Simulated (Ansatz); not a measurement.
The same path of CH2FNSi (6 atoms, charge 0, multiplicity 1) was run twice with different band settings. Lost on the way: Si2–H5. Made: N4–H5.

These are results of Ansatz 0.2.0, UKS PBE0-D4/cc-pVDZ, not measurements.

Relaxed end points:

```xyz
6
Properties=species:S:1:pos:R:3
F 1.902 -0.345 -0.762
Si 0.277 -0.198 -0.622
C -0.475 0.487 0.829
N -0.497 -0.807 0.882
H -0.330 -0.410 -1.951
H -0.835 1.209 1.578
```

```xyz
6
Properties=species:S:1:pos:R:3
F 2.134 -0.523 -0.212
Si 1.104 0.644 -0.843
C -0.302 0.475 0.508
N -0.621 -0.283 -0.470
H -1.416 -0.929 -0.485
H -0.857 0.552 1.456
```

Common settings: movable images 5; climbing image yes; optimiser quadratic models (default); start path through a guess of the saddle point; force threshold 0.05 eV/Å; iteration limit 60; end points relaxed.

| run | spring |
| --- | --- |
| 1 | 5.0 eV/Å² |
| 2 | 50.0 eV/Å² |

Q: What does each run give, and how far can it be trusted?

A: Run 1: converged after 15 iterations, highest image 1.036 eV above the first end. The profile has 2 maxima (images 2, 5) with wells between them (image 4): this band takes more than one step, which may be the mechanism or a detour left from its start path. A vibrational analysis at the climbing image gives one clearly imaginary mode, 1097i cm⁻¹: a first-order saddle point.
Run 2: converged after 14 iterations, highest image 1.036 eV above the first end. The profile has 2 maxima (images 2, 5) with wells between them (image 4): this band takes more than one step, which may be the mechanism or a detour left from its start path. Another band between the same ends (5 images) ends at a top of the same energy, where a vibrational analysis finds 1 clearly imaginary mode.
The orbitals stay closed-shell, which can raise the energy where a bond breaks towards radicals; this wasn't checked here.
